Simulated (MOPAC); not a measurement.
MOPAC input (AM1):

```
AM1 1SCF CHARGE=-1 GEO-OK AUX(PRECISION=9) THREADS=1
CNO

N    -0.00000000 1   -0.00000000 1   -1.25788698 1
C    -0.00000000 1   -0.00000000 1   -0.07148933 1
O     0.00000000 1    0.00000000 1    1.15426811 1
```

Problem. What heat of formation does the run end on, and which ionisation energy by Koopmans theorem?

Solution. -37.41 kcal/mol; 3.44 eV.
